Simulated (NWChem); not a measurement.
# C2H5ClSe; SMILES CC[Se]Cl

```xyz
9

Se    -0.8148     0.1413    -0.0431
Cl     0.9118     1.4908     0.0442
C      0.0928    -1.4707     0.5660
C      1.1694    -1.9810    -0.3666
H     -0.7434    -2.1848     0.6694
H      0.4744    -1.2662     1.5772
H      1.9550    -1.2229    -0.5019
H      0.7600    -2.2288    -1.3568
H      1.6397    -2.8855     0.0518
```
Atoms are numbered in this order, from 1.

Level: PBE0/def2-SVP (NWChem), optimised geometry, unscaled harmonic frequencies. This build's default masses of Se (78.918 u) and Br (79.917 u) are each other's, which moves their modes by up to 0.6 %.

**Question.** List the harmonic frequencies with IR intensities, and the thermochemistry.

**Answer.** 
```csv
frequency (cm⁻¹),IR intensity (km/mol)
93,0.2
161,1.6
267,0.1
305,0.1
409,16.8
570,1.6
738,7.5
975,7.7
1011,0.1
1084,1.3
1244,7.1
1262,18.5
1388,8.6
1427,5.7
1458,11.0
1473,4.6
3059,18.4
3069,4.2
3145,0.2
3153,8.3
3173,6.6
```

```yaml
zero_point_energy: 42.1 kcal/mol
thermal correction to the enthalpy at 298.15 K (with zero-point energy): 46.3 kcal/mol
heat capacity Cv: 18.3 cal/(mol K)
entropy at 298.15 K and 1 atm (symmetry number 1): 79.1 cal/(mol K)
dipole_moment: 2.36 D
```

Rigid rotor and harmonic oscillator; modes under 100 cm⁻¹ make the entropy uncertain.
